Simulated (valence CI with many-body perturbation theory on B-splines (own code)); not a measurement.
Values are calculated unless marked as measured or tabulated.
Ir⁷¹⁺: what the settings do

Level of theory: valence CI with perturbative core correlation (CI+MBPT): four valence electrons over a frozen Dirac-Fock core [He], radial functions for each j: 6 s, 6 p, 5 d, 3 f, 1 g, with the one-electron correlation potential Σ1 (screened to all orders), the two-electron term Σ2, the three-electron term Σ3, Breit, model QED; selected single and double excitations, second order for the rest, scaled by the run's own slope (own B-spline code, finite nucleus).

The last digits are not significant, and no measured levels were compared; by estimate large intervals hold to a few tenths of a per cent, small ones and those within an open d or f shell to about a per cent.

The reference run has the lowest level (2s^2 2p1/2^2) J=0 and an ionisation energy of 20214.5 eV. Its largest variational space holds 7545 state functions.

Levels are named by their leading jj configuration (3d3/2^4 stands for four electrons in 3d with j = 3/2), which in mixed levels can hold well under half, so a name can repeat and another be missing. Letters in brackets count levels of one name in rising energy.

Changed runs:
A. size limit of the variational space 10000 → 6000
B. highest l in the core sums 6 → 3
C. size limit of the variational space 10000 → 1500; averaging of valence orbitals over low configurations on → off; second order for the rest on → off
D. start configuration 2s2 2p2 → 2s4 (bad on purpose)

Excitation energies of the reference run in eV, and shifts in cm⁻¹:

| Level | Reference | A | B | C |
| --- | --- | --- | --- | --- |
| (2s^2 2p1/2 2p3/2) J=1 | 1698.8 | 0 | +36 | +2334 |
| (2s^2 2p1/2 2p3/2) J=2 | 1717.1 | 0 | +36 | +3270 |
| (2s 2p1/2^2 2p3/2) J=2 | 2021.7 | +0.1 | -60 | +2800 |
| (2s 2p1/2^2 2p3/2) J=1 | 2114.6 | +0.3 | -60 | +3519 |
| (2s^2 2p3/2^2) J=2 | 3442.8 | 0 | +70 | +2525 |
| (2s^2 2p3/2^2) J=0 | 3509.5 | -0.1 | +70 | +277 |
| (2s 2p1/2 2p3/2^2) J=2 [a] | 3690.4 | 0 | -24 | +2175 |
| (2s 2p1/2 2p3/2^2) J=3 | 3735.8 | 0 | -24 | +2016 |
| (2s 2p1/2 2p3/2^2) J=0 | 3803.7 | -0.1 | -24 | +338 |
| (2s 2p1/2 2p3/2^2) J=1 [a] | 3827.6 | +0.2 | -24 | +2881 |
| (2s 2p1/2 2p3/2^2) J=2 [b] | 3836.3 | +0.3 | -24 | +2860 |
| (2s 2p1/2 2p3/2^2) J=1 [b] | 3841.1 | +0.1 | -24 | +3000 |
| Ionisation energy (eV) | 20214.5 | 0 | +0.013 | -0.02 |

Run D: It gave no result: a shell was given more electrons than it holds. The program said: "a valence shell holds more than 4l+2 electrons".
